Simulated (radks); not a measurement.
Results of a calculation; reference values are marked as such.
Sb3+, 48 electrons, occupied as [Kr] 4d10 5s2 (the NIST ground configuration).

Level of theory: scalar-relativistic Kohn-Sham, PBE, spin-polarised, spherical densities, finite nucleus; Fermi nuclear charge, rms radius 4.6802 fm (a radial shooting solver on a logarithmic mesh with Libxc functionals).

Energy parts (eV):
| part | energy |
|---|---|
| total | -176315.604 |
| kinetic | 184400.023 |
| electron-nucleus | -425008.424 |
| Hartree | 68899.726 |
| exchange-correlation | -4606.929 |

Orbitals (lengths in bohr, moments of r in powers of bohr; <r^-3> diverges for s and p1/2; r(90%) holds 90 % of the orbital's charge):
orbital  occ.  eigenvalue (eV)  <r^-3>  r(90%)   <1/r>
1s          2        -30333.73       -  0.0511   54.32
2s          2        -4641.165       -   0.189   12.41
2p          6        -4169.799    5036   0.174   11.92
3s          2        -933.7472       -   0.486   4.423
3p          6        -780.0674   942.8   0.494   4.209
3d         10        -545.5347   129.8   0.481   3.977
4s          2        -178.2953       -    1.14   1.758
4p          6        -131.2341   174.7    1.25   1.602
4d         10         -62.7768   17.16    1.57   1.302
5s          2         -38.9049       -    2.91  0.6414

The highest occupied level is 5s at -38.905 eV. The density falls to 0.001 e/bohr^3 at r = 3.45 bohr. Summed over all electrons, <r^2> = 29.99 bohr^2, which gives a Langevin (diamagnetic) susceptibility term of -23.8 x 10^-6 cm^3/mol. The electron density at the nucleus is 2.152e+05 e/bohr^3 (large components only). For comparison, the ionisation energy in NIST's Atomic Spectra Database is 43.80 eV (measured). In exact Kohn-Sham theory the highest level is minus the ionisation energy, but local and semilocal functionals leave it too shallow, through self-interaction and a potential that decays too fast; potentials with the right tail come closer.
